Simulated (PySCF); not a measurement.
Compound: C₆H₁₁F₂ (doublet state).
SMILES with atom numbers: `[CH3:1][CH2:2][CH2:3][CH:4][CH2:5][CH:6]([F:7])[F:8]` (hydrogens: H9, H10, H11 on C1; H12, H13 on C2; H14, H15 on C3; H16 on C4; H17, H18 on C5; H19 on C6)

Geometry (GFN2-xTB, Å), atoms numbered from 1 in this order:
```xyz
19
C6H11F2 angstrom
C      1.9668    1.1941   -0.2454
C      2.0178   -0.3285   -0.2374
C      0.6506   -0.9402   -0.5510
C     -0.3437   -0.7251    0.5203
C     -1.7975   -0.7574    0.2469
C     -2.3696    0.6478   -0.0007
F     -1.9153    1.1546   -1.1715
F     -3.7218    0.6009   -0.1134
H      1.2594    1.5554    0.4972
H      2.9465    1.6110   -0.0233
H      1.6494    1.5577   -1.2201
H      2.3551   -0.6800    0.7399
H      2.7411   -0.6693   -0.9810
H      0.7847   -2.0211   -0.7216
H      0.2697   -0.5310   -1.4933
H     -0.0103   -0.5100    1.5201
H     -2.0136   -1.3499   -0.6458
H     -2.3561   -1.1669    1.0932
H     -2.1230    1.3672    0.7946
```

The hyperfine couplings belong to this conformer and change with its torsions.

Level of theory: PySCF, UKS B3LYP, pcH-1 on C F H, non-relativistic, mean-field spin-orbit, GIAO. The structure is a single GFN2-xTB conformer in the gas phase; no vibrational or solvent corrections. Couplings are sensitive to structure, and on GFN2-xTB geometries they can be far from those on DFT ones.

Question: How many α and β electrons are there, and what is ⟨S²⟩ of the pure spin state?

Answer: 65 electrons with 2S = 1: 33 α and 32 β; S(S+1) = 0.75.

Mulliken spin populations, one withheld:

| atom | bound to | population |
| --- | --- | --- |
| C1 | C2, H9, H10, H11 | +0.0062 |
| C2 | C1, C3, H12, H13 | +0.0094 |
| C3 | C2, C4, H14, H15 | ? |
| C4 | C3, C5, H16 | +1.0321 |
| C5 | C4, C6, H17, H18 | -0.0851 |
| C6 | C5, F7, F8, H19 | +0.0463 |
| F7 | C6 | +0.0010 |
| F8 | C6 | +0.0053 |
| H9 | C1 | +0.0003 |
| H10 | C1 | -0.0006 |
| H11 | C1 | +0.0001 |
| H12 | C2 | -0.0007 |
| H13 | C2 | -0.0006 |
| H14 | C3 | +0.0608 |
| H15 | C3 | +0.0236 |
| H16 | C4 | -0.0462 |
| H17 | C5 | +0.0124 |
| H18 | C5 | +0.0212 |
| H19 | C6 | +0.0016 |

Question: Complete the table.

Answer: 1 − (1.0871) gives -0.087, since all populations sum to 2S.

Question: How is the spin shared among the elements?

Answer: Carbon +0.92, hydrogen +0.07, fluorine +0.01. The positive populations sum to 1.22, the negative ones to -0.22.

Question: The run gives ⟨S²⟩ = 0.7539. What does that say of the overlap of α and β orbitals, and of the weight of higher spin?

Answer: Σ|⟨iα|jβ⟩|² over occupied orbitals = Nβ − [⟨S²⟩ − S(S+1)] = 32 − 0.0039 = 31.9961. If the quartet state (S + 1) were the only admixture, its weight would be 0.0039/(2S + 2) = 0.13 %. For Kohn–Sham this describes the determinant of the orbitals, not the true wave function.

Question: What Fermi-contact NMR shifts do the couplings of C2, C3, C5, F7/F8, H9/H10/H11, H12/H13, H17/H18 imply at 250 K (Curie law, g = gₑ)?

Answer: δ = a_FC·h·gₑ μB S(S+1)/(3 g_N μN kT), with k/h = 20836.6 MHz/K:

```json
{"nuclei": "C2", "isotope": "13C", "a_FC (MHz)": "10.01", "g_N": "1.4048", "contact shift (ppm)": "+1257"}
{"nuclei": "C3", "isotope": "13C", "a_FC (MHz)": "-33.24", "g_N": "1.4048", "contact shift (ppm)": "-4175"}
{"nuclei": "C5", "isotope": "13C", "a_FC (MHz)": "-33.00", "g_N": "1.4048", "contact shift (ppm)": "-4145"}
{"nuclei": "F7/F8", "isotope": "19F", "a_FC (MHz)": "7.97", "g_N": "5.2577", "contact shift (ppm)": "+267"}
{"nuclei": "H9/H10/H11", "isotope": "1H", "a_FC (MHz)": "0.82", "g_N": "5.5857", "contact shift (ppm)": "+26"}
{"nuclei": "H12/H13", "isotope": "1H", "a_FC (MHz)": "-2.18", "g_N": "5.5857", "contact shift (ppm)": "-69"}
{"nuclei": "H17/H18", "isotope": "1H", "a_FC (MHz)": "37.51", "g_N": "5.5857", "contact shift (ppm)": "+1185"}
```

The sign follows the spin density at the nucleus: positive density means a positive shift. Entries for several nuclei are means.

Nuclei that the bonding pattern makes equivalent are averaged, as if the motion that swaps them (rotation, inversion, ring flip) were fast. The 1H value of +37.5 MHz is a mean of couplings from 25.1 to 50.0 MHz in this one geometry, not an average over conformers. The 19F value of +8.0 MHz is a mean of couplings from -0.8 to 16.8 MHz in this one geometry, not an average over conformers.

The spin density at the nucleus, in bohr⁻³, is negative for C3 (-0.0296), C5 (-0.0294) and H16 (-0.0142), for instance. A restricted open-shell determinant has no negative spin density anywhere; here it arises because α and β orbitals differ (spin polarisation).
